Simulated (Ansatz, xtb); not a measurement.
## FGeH3Sn: which of two structures lies lower

Structure I is `[F][GeH2][SnH]`, a singlet and structure II is a singlet given by its coordinates. Both are isolated molecules in the gas phase, relaxed with B3LYP-D3(BJ)/def2-SVP; the shapes shown needn't be the lowest conformers.

I (Å):

```
atom    x (Å)    y (Å)    z (Å)
   F  -0.7906   1.1388  -0.0452
  Ge   0.2419   1.2453  -1.4772
  Sn  -0.9117   2.8780  -3.3091
   H   0.4232  -0.2302  -1.9352
   H   1.6129   1.7373  -0.9311
   H   0.5203   2.5335  -4.3341
```

II (Å):

```
atom    x (Å)    y (Å)    z (Å)
   F   2.3132   1.4834   0.0929
  Ge  -1.4771   0.7922   0.1093
  Sn   1.2825  -0.0564  -0.5752
   H  -1.5168  -0.6537  -0.6064
   H  -0.3063   1.2272  -1.0416
   H  -0.1163   0.2324   0.9575
```

Close contacts (Å): F1–Sn3 1.97, Ge2–Sn3 2.97, Ge2–H4 1.61, Ge2–H5 1.70, Ge2–H6 1.70, Sn3–H5 2.10, Sn3–H6 2.10.

Energies in hartree; the thermal terms are from B3LYP-D3(BJ)/def2-SVP harmonic frequencies (ideal gas, rigid rotor, one conformer each, 200 K, 1 atm) and include the zero-point energy:

```
                                I            II
E, CCSD(T)/def2-TZVP  −2390.805790  −2390.804215
   zero-point energy      0.022693      0.022750
        H(200 K) − E      0.026657      0.026429
        G(200 K) − E      0.003067      0.003218
```

Question: Work out ΔE, ΔE₀, ΔH and ΔG for I → II in kJ/mol (1 Eh = 2625.50 kJ/mol) and the equilibrium ratio [II]/[I].

Answer: 1. ΔE = −2390.804215 − (−2390.805790) = +0.001575 Eh = +4.14 kJ/mol.
2. ΔE₀ = ΔE + ΔZPE = +0.001575 + (+0.000057) Eh = +4.28 kJ/mol.
3. ΔH = ΔE + (−0.000228) Eh = +3.54 kJ/mol.
4. ΔG = ΔE + (+0.000151) Eh = +4.53 kJ/mol, so ΔS = (ΔH − ΔG)/T = −5.0 J/(mol K).
5. kT = 0.6334 mEh, so K = [II]/[I] = exp(−ΔG/kT) = exp(−2.73) ≈ 0.066.

Structure I is favoured at this temperature. An error of 4 kJ/mol in ΔG would change K by a factor of 11. Mirror images and further conformers aren't counted.

Other levels gave ΔE = −9.6 (B3LYP-D3(BJ)/def2-SVP); +43.6 (HF/def2-TZVP); +3.2 (MP2/def2-TZVP) kJ/mol. The correlated steps freeze 14 core orbitals; the filled d shell of Ge and Sn is correlated, in a basis made for valence electrons. Atoms past krypton carry core potentials in the def2 sets, without spin–orbit terms. Programs: Ansatz 0.2.0.
